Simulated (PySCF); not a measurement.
A PySCF script (with the pyscf-properties extension) for the NMR shieldings of SMILES C[Se]C, C2H6Se, on a PBE0-D3(BJ)/def2-SVP geometry:

```python
import basis_set_exchange as bse
import numpy as np
from pyscf import gto, dft
from pyscf.prop import nmr

atoms = """
C     1.449745    0.081852    0.137935
Se    0.053553    0.614432   -1.099292
C    -1.443178   -0.069653   -0.071486
H     1.456931   -1.008997    0.272218
H     2.407881    0.393476   -0.300016
H     1.322323    0.580235    1.109218
H    -1.359403   -1.157235    0.063235
H    -2.356027    0.150273   -0.641709
H    -1.504716    0.427607    0.906766
"""
names = dict.fromkeys(["C", "Se", "H"], "pcSseg-1")
basis = {el: gto.basis.parse(bse.get_basis(n, elements=[el], fmt="nwchem")) for el, n in names.items()}
mol = gto.M(atom=atoms, basis=basis, charge=0, verbose=0)
mf = dft.RKS(mol, xc="CAM-B3LYP")
mf.grids.level = 2
mf.grids.alignment = dft.numint.BLKSIZE   # the property module wants whole blocks of grid points
mf.conv_tol = 1e-9
mf.kernel()

calc = nmr.RKS(mf)   # GIAO
C = mf.mo_coeff
Co = C[:, mf.mo_occ > 0]
resp = mf.gen_response(singlet=True, hermi=2)
def vind(x):   # induced exchange potential for any number of trial vectors
    d = np.einsum("pi,xij,qj->xpq", C, 2 * x.reshape(-1, C.shape[1], Co.shape[1]), Co, optimize=True)
    return np.einsum("xpq,pi,qj->xij", resp(d - d.transpose(0, 2, 1)), C, Co, optimize=True).ravel()
mo1, _ = nmr.rhf.solve_mo1(calc, with_cphf=vind)
sigma = calc.kernel(mo1)
for i, s in enumerate(sigma):   # ppm
    print("%2d %-2s %9.2f" % (i, mol.atom_pure_symbol(i), np.trace(s) / 3))
```

Problem. Give the expected output.

Solution. 
```
 0 C     167.24
 1 Se   1723.10
 2 C     167.23
 3 H      29.52
 4 H      29.84
 5 H      29.50
 6 H      29.51
 7 H      29.84
 8 H      29.51
```

These numbers come from an equivalent density-fitted implementation of the same equations, which agrees with the script to about 0.01 ppm for H and up to a few tenths of a ppm for heavy atoms, so last digits may differ.

Relativistic effects, spin–orbit coupling among them, are left out; they matter for Se and for the light atoms bonded to it.

Size and cost of the density-fitted run: 105 basis functions, of the order of 10 core-seconds.
